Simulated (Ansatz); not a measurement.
Job for Ansatz (an electronic-structure program): R-CCSD(T)/aug-cc-pVDZ on C4H10 (a complex), monomers drawn apart or pushed together.

Ansatz 0.2 input:
```yaml
crystal:
  periodic: [false, false, false]
  atoms:
    - {symbol: C, position_ang: [0.24603906, 0.63662033, -0.02648911]}
    - {symbol: C, position_ang: [-0.24825794, -0.56693527, 0.22071300]}
    - {symbol: H, position_ang: [-0.38747042, 1.51424356, -0.07164536]}
    - {symbol: H, position_ang: [1.30483496, 0.79460612, -0.19279116]}
    - {symbol: H, position_ang: [0.38520569, -1.44428183, 0.26874276]}
    - {symbol: H, position_ang: [-1.30628034, -0.72486553, 0.39055192]}
    - {symbol: C, position_ang: [0.34837112, 0.64535923, 4.42391701]}
    - {symbol: C, position_ang: [-0.34563085, -0.71049619, 4.34259775]}
    - {symbol: H, position_ang: [1.32053583, 0.56476718, 4.91476176]}
    - {symbol: H, position_ang: [-0.24803203, 1.36347060, 4.99062301]}
    - {symbol: H, position_ang: [0.51184499, 1.05941758, 3.42777327]}
    - {symbol: H, position_ang: [0.24922493, -1.42501017, 3.77059031]}
    - {symbol: H, position_ang: [-1.31732847, -0.62838880, 3.85187390]}
    - {symbol: H, position_ang: [-0.51038809, -1.13499146, 5.33517953]}
basis:
  gaussian:
    orbitals: aug-cc-pVDZ
magnetization: {spin_polarized: false}
correlation: {method: ccsd_t, electrons: outside_noble_gas}
scf: {lower_state_search: off}
```

Problem. Predict the final total energy.

Solution. -157.9672 hartree (reference determinant -157.2808, T1 diagnostic 0.009).

Problem. How many basis functions does it have, and what does it roughly cost on one machine?

Solution. 182 functions; roughly 80 core-seconds.
